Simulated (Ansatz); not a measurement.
Cost and result for the atomization energy of C7H8FIn, SMILES `[CH3][In]([F])[c]1ccccc1` (17 atoms, 17 bonds).

```xyz
17

C     2.6802    1.8092    2.0436
In    1.4040    1.2554    0.4348
F     1.7752    2.3912   -1.1459
C    -0.1403   -0.0476   -0.1946
C    -0.7076   -1.0231    0.6259
C    -1.7168   -1.8482    0.1503
C    -2.1698   -1.7068   -1.1533
C    -1.6143   -0.7410   -1.9799
C    -0.6055    0.0844   -1.5040
H     3.3459    0.9840    2.2997
H     2.0953    2.0696    2.9263
H     3.2712    2.6685    1.7289
H    -0.3673   -1.1505    1.6491
H    -2.1503   -2.6027    0.7975
H    -2.9582   -2.3514   -1.5256
H    -1.9677   -0.6299   -2.9990
H    -0.1740    0.8389   -2.1539
```

Total charge 0; spin multiplicity 1. Correlated methods include outer-core shells of In, which these sets cover unevenly. In takes the def2 core potential. The geometry is a stationary point of PBE0-D4/def2-TZVP. It is one conformer, not always the lowest. Program: Ansatz. All runs use 2 threads of an AMD EPYC 7R13 on a shared host and a share of an NVIDIA H100 80 GB. Times are those of one run each, without the atoms' runs, and a repeat can differ threefold. Electronic energies, without spin–orbit coupling; frozen cores. CCSD(T)/CBS adds CCSD(T) − MP2 in def2-TZVPP to the MP2 limit, and its time is that of the two runs behind it. T1 = 0.013; the RHF reference is unstable towards UHF. With those shells the extrapolation isn't a true limit.

CCSD(T)/CBS is a level of theory with its own doubt, some kJ/mol a heavy atom from the limit and from the frozen cores, so smaller differences don't rank the functionals.

```csv
level,functions,wall time
LDA (SPW92)/def2-TZVPP,410,2.8 s
BLYP-D4/def2-TZVPP,410,2.9 s
revPBE-D4/def2-TZVPP,410,3.4 s
PBE-D4/def2-TZVPP (with forces),410,3.6 s
r2SCAN-D4/def2-TZVPP (with forces),410,3.8 s
BHLYP-D4/def2-TZVPP,410,5.5 s
CAM-B3LYP-D4/def2-TZVPP,410,6.5 s
B2PLYP/def2-TZVPP,410,7.5 s
CCSD(T)/def2-SVP,178,8 s
ωB97X-V/def2-TZVPP,410,9.5 s
MP2/def2-QZVPP,778,15 s
CCSD(T)/def2-TZVPP,410,72 s
CCSD(T)/CBS(def2),–,87 s
```

(1) What atomization energy does each give, and how far from CCSD(T)/CBS? (Best estimate.)

Results:

(1) Computed: 
```json
{"level": "LDA (SPW92)/def2-TZVPP", "atomization (kcal/mol)": "2046.2", "difference from CCSD(T)/CBS": "272.1", "per bond": "16.0"}
{"level": "BLYP-D4/def2-TZVPP", "atomization (kcal/mol)": "1773.6", "difference from CCSD(T)/CBS": "-0.5", "per bond": "0.0"}
{"level": "revPBE-D4/def2-TZVPP", "atomization (kcal/mol)": "1784.4", "difference from CCSD(T)/CBS": "10.3", "per bond": "0.6"}
{"level": "PBE-D4/def2-TZVPP (with forces)", "atomization (kcal/mol)": "1831.9", "difference from CCSD(T)/CBS": "57.8", "per bond": "3.4"}
{"level": "r2SCAN-D4/def2-TZVPP (with forces)", "atomization (kcal/mol)": "1786.8", "difference from CCSD(T)/CBS": "12.7", "per bond": "0.7"}
{"level": "BHLYP-D4/def2-TZVPP", "atomization (kcal/mol)": "1718.6", "difference from CCSD(T)/CBS": "-55.5", "per bond": "-3.3"}
{"level": "CAM-B3LYP-D4/def2-TZVPP", "atomization (kcal/mol)": "1779.9", "difference from CCSD(T)/CBS": "5.8", "per bond": "0.3"}
{"level": "B2PLYP/def2-TZVPP", "atomization (kcal/mol)": "1759.3", "difference from CCSD(T)/CBS": "-14.8", "per bond": "-0.9"}
{"level": "CCSD(T)/def2-SVP", "atomization (kcal/mol)": "1700.7", "difference from CCSD(T)/CBS": "-73.4", "per bond": "-4.3"}
{"level": "ωB97X-V/def2-TZVPP", "atomization (kcal/mol)": "1775.9", "difference from CCSD(T)/CBS": "1.8", "per bond": "0.1"}
{"level": "MP2/def2-QZVPP", "atomization (kcal/mol)": "1805.4", "difference from CCSD(T)/CBS": "31.3", "per bond": "1.8"}
{"level": "CCSD(T)/def2-TZVPP", "atomization (kcal/mol)": "1731.5", "difference from CCSD(T)/CBS": "-42.6", "per bond": "-2.5"}
{"level": "CCSD(T)/CBS(def2)", "atomization (kcal/mol)": "1774.1", "difference from CCSD(T)/CBS": "0.0", "per bond": "0.0"}
```

From BLYP to BHLYP (50 % exact exchange), in def2-TZVPP and without D4, the atomization energy moves by −44.9 kcal/mol: exact exchange takes away binding that semilocal exchange gives to molecules. At CCSD(T), def2-SVP lies −73.5 kcal/mol from the extrapolated value and def2-TZVPP −42.6 kcal/mol: correlation converges slowly with the basis, and small sets miss more of it in the bonded molecule than in its fragments. In def2-TZVPP, CCSD(T) changes the Hartree–Fock value by +424.0 kcal/mol (the triples alone add +33.6 kcal/mol) and MP2 by +472.6 kcal/mol; breaking electron pairs costs correlation energy, which Hartree–Fock lacks.

Spin–orbit coupling would lower the free In atoms strongly, and the atomization energy with them, by more than many differences here.
